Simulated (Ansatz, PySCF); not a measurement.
B(CCH)2(OMe) (C₅H₅BO), SMILES C#CB(C#C)OC. Atoms are numbered in the order given.

```xyz
12

B     -0.1611    -0.1140     0.0965
C     -1.0315    -0.6087     1.2597
C     -1.7013    -0.9803     2.2059
H     -2.2966    -1.3124     3.0365
C      0.9901     0.8719     0.3723
C      1.8954     1.6508     0.6105
H      2.6925     2.3381     0.8281
O     -0.4408    -0.5679    -1.1436
C      0.2622    -0.2103    -2.3189
H      0.6764    -1.1221    -2.7766
H     -0.4438     0.2462    -3.0300
H      1.0798     0.4974    -2.1111
```
Charge 0, spin multiplicity 1.

Geometry optimised at B3LYP-D3(BJ)/def2-SVP. The values are those of a single conformer.

Two levels are set side by side: PBE-D3(BJ)/def2-SVP (Ansatz, a quantum-chemistry and plane-wave program) and B3LYP-D3(BJ)/def2-SVP (Ansatz). Each level has its own optimised geometry; the coordinates shown are those of the second. Frequencies come from the Hessian of PySCF at each geometry. Differences are taken from unrounded values.

```csv
quantity,B3LYP-D3(BJ),PBE-D3(BJ),PBE-D3(BJ) minus B3LYP-D3(BJ)
mean bond length (Å),1.248,1.255,0.007
bond B1–C2 (Å),1.535,1.535,0.001
bond B1–C5 (Å),1.541,1.541,0.000
bond B1–O8 (Å),1.350,1.362,0.012
bond C2–C3 (Å),1.217,1.229,0.012
bond C5–C6 (Å),1.218,1.230,0.012
bond O8–C9 (Å),1.415,1.420,0.005
bond C3–H4 (Å),1.074,1.082,0.008
bond C6–H7 (Å),1.075,1.082,0.008
bond C9–H10 (Å),1.101,1.109,0.008
bond C9–H11 (Å),1.101,1.109,0.008
bond C9–H12 (Å),1.101,1.110,0.009
highest harmonic wavenumber (cm⁻¹),3461,3395,-66
mean harmonic wavenumber (cm⁻¹),1250,1214,-36
zero-point energy (kcal/mol),53.62,52.06,-1.56
```

GGA bonds tend to be longer and softer than those of functionals with exact exchange. Differences between two approximate levels are no errors against the true value.
